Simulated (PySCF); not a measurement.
## Calculated data, CH4AlBO

Computed with PySCF 2.14.0. Calculation on a computer-drawn molecule: the log of a Hartree-Fock and frozen-core CCSD(T) single point meant for a local Hartree-Fock minimum, with one planted fault or none, to be diagnosed. Offsets are logged minus clean, where the clean run is the same molecule without the fault. The reference is restricted for singlets and unrestricted otherwise, and also for a bond in bohr or an excited solution. Adding or removing an electron swaps singlet and doublet. The excited solution moves the top pair (singlet) or top alpha electron (doublet) to the lowest empty orbital. Highest occupied and lowest empty are orbital energies over both spins, largest force is the largest gradient component, triples share is (T) over the correlation energy, the T1 limit is 0.02 restricted and 0.045 unrestricted, electrons count all cores, a negative frequency is imaginary (commonest isotopes), and the dipole is about the centre of nuclear charge.

CH4AlBO

Logged structure:
```xyz
8
CH4AlBO
C     -0.3670     0.1950     0.4081
B      0.6295    -0.8795     1.0285
O      0.5912    -0.9697     2.3925
Al     1.9673    -2.1195    -0.3451
H      0.1737     0.9225    -0.2107
H     -0.9292     0.7414     1.1717
H     -1.0851    -0.2917    -0.2650
H      1.1779    -1.6083     2.7639
```

- meant charge: 0
- meant multiplicity: 1
- meant basis: cc-pV(D+d)Z
- logged electrons: 36
- logged basis functions: 85
- logged SCF converged: yes
- logged spin squared: 2.0226
- logged highest occupied: -6.1227 eV
- logged lowest empty: 0.50582 eV
- logged largest force: 0.013162 hartree/bohr
- logged T1 diagnostic: 0.025383
- logged D1 diagnostic: 0.10129
- logged triples share: 0.030075
- logged CC converged: yes
- logged dipole magnitude: 0.83639 debye
- logged SCF stable within its kind: yes
- logged energy HF: -381.65301 hartree
- logged energy CCSD(T): -382.1537 hartree
- possible faults: no fault, one electron removed, one electron added, multiplicity raised by two, geometry at a saddle point, SCF held on an excited solution, minimal basis STO-3G, one bond length entered in bohr, all coordinates scaled
- planted fault: withheld

Drawn bonds:
```
atom  other atom  order
   1           2      1
   2           3      1
   2           4      1
   1           5      1
   1           6      1
   1           7      1
   3           8      1
```

Q: CH4AlBO: planted fault?
A: multiplicity raised by two

Further results for CH4AlBO:

* HF energy offset from clean run: 11.02 kcal/mol
* CCSD(T) energy offset from clean run: 21.33 kcal/mol
